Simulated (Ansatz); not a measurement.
The cluster Mg₂Se₂, relaxed as a quintet with UKS r2SCAN-D4/def2-SVP in Ansatz, starting from the r2SCAN-D4/def2-SVP geometry of the neutral singlet. Force threshold 0.02 eV/Å.

At r2SCAN-D4/def2-SVP a singlet of charge 0 lies 3.83 eV below the quintet, each at its own geometry. The structure comes from a short search, and lower isomers may exist.

Start:

```csv
atom,x (Å),y (Å),z (Å)
Mg1,0.853,-0.236,-1.032
Mg2,-0.853,0.236,1.032
Se3,-0.530,-1.984,0.016
Se4,0.530,1.984,-0.016
```

| step | energy (eV) | largest force component (eV/Å) | SCF passes |
| --- | --- | --- | --- |
| 1 | -141565.8964 | 3.212 | 40 |
| 2 | -141566.8128 | 1.177 | 44 |
| 3 | -141567.0448 | 0.148 | 51 |
| 4 | -141567.0495 | 0.037 | 166 |
| 5 | -141567.0510 | 0.021 | 65 |
| 6 (rejected) | -141567.0500 | 0.053 | 49 |
| 7 | -141567.0511 | 0.007 | 89 |

Force components are those of the run's own axes.

End:

```xyz
4

Mg    1.126   -0.312   -1.361
Mg   -1.126    0.312    1.361
Se   -0.529   -1.980    0.016
Se    0.529    1.980   -0.016
```

By distances, no bond broke or formed, bridged metal pairs apart. The bond that changes most is Mg2–Se3, from 2.46 to 2.72 Å (atoms count from 1). Metal–metal contacts that move far: Mg1–Mg2 2.72 to 3.59 Å.

No frequencies were taken in this run, so the end may be a saddle point.

Run time 2.1 min (4 threads of Arm Neoverse V2 on a shared host).
